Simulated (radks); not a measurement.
Effect of the nuclear size on the samarium ion Sm3+, [Xe] 4f5. Method: Dirac Kohn-Sham, relativistic LDA (MacDonald-Vosko exchange, VWN5 correlation), spin-unpolarised, spherical densities, finite nucleus; open shells are shared between the two j in proportion to 2j + 1; Fermi nuclear charge, rms radius 5.0819 fm; computed with a radial shooting solver on a logarithmic mesh with Libxc functionals. The rms radius is varied about that value; shifts are against it.

rms radius (fm)	total energy shift (eV)	density at nucleus (e/bohr^3)	1s1/2 shift (meV)	2s1/2 shift (meV)	4p1/2 shift (meV)	5s1/2 shift (meV)	5p1/2 shift (meV)	4f7/2 shift (meV)	6s1/2 (empty) shift (meV)
4.2078	-5.26	5.505e+05	-2160	-274	0.459	-2.31	0.131	0.370	-0.462
4.7109	-2.33	5.359e+05	-956	-121	0.203	-1.02	0.058	0.163	-0.204
5.0819	0	5.263e+05	0.000	0.000	0.000	0.000	0.000	0.000	0.000
5.4427	2.39	5.178e+05	983	124	-0.208	1.05	-0.059	-0.168	0.210
5.7171	4.29	5.118e+05	1760	223	-0.373	1.88	-0.107	-0.302	0.377

Slopes of the eigenvalues against <r^2> in GHz/fm^2, as finite differences over the two radii next to the reference (eigenvalue slopes, not the field-shift constants of lines): 1s1/2 63100, 2s1/2 7990, 4p1/2 -13.4, 5s1/2 67.4, 5p1/2 -3.81, 4f7/2 -10.8, 6s1/2 (empty) 13.5.
